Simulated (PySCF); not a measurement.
Members of one family of related compounds. The calculation used TDDFT wB97X-D/def2-SVPD, vertical, gas phase, core orbitals frozen in the response (PySCF). Geometries: PBE0-D3(BJ)/def2-SVP; one conformer of each isolated species. Triplets are in the Tamm–Dancoff approximation. Relativistic effects are left out although some hold elements past zinc.

**Question.** Rank by computed S1–T1 gap, lowest first.
A. `F[B](F)[GeH2][GeH2][GeH3]`
B. `F[CH2][GeH2][GeH2][GeH3]`
C. `O=[CH][GeH2][GeH2][GeH3]`
D. `[SiH3][N]([SiH3])[GeH2][GeH2][GeH3]`

**Answer.** D (0.35 eV), C (0.60 eV), B (0.77 eV), A (0.92 eV).

| SMILES | S1−T1 (eV) | S1 (eV) | T1 (eV) | S1 mainly | T1 mainly | f(S1) |
| --- | --- | --- | --- | --- | --- | --- |
| [SiH3][N]([SiH3])[GeH2][GeH2][GeH3] | 0.35 | 5.65 | 5.30 | H→L (82%) | H→L (79%) | 0.004 |
| O=[CH][GeH2][GeH2][GeH3] | 0.60 | 3.38 | 2.78 | H→L (92%) | H→L (90%) | 0.000 |
| F[CH2][GeH2][GeH2][GeH3] | 0.77 | 6.76 | 5.99 | H→L (77%) | H→L (85%) | 0.275 |
| F[B](F)[GeH2][GeH2][GeH3] | 0.92 | 6.10 | 5.18 | H→L (81%) | H→L (48%) | 0.211 |

H and L stand for HOMO and LUMO. Singlets come from full response and triplets from the Tamm–Dancoff approximation.
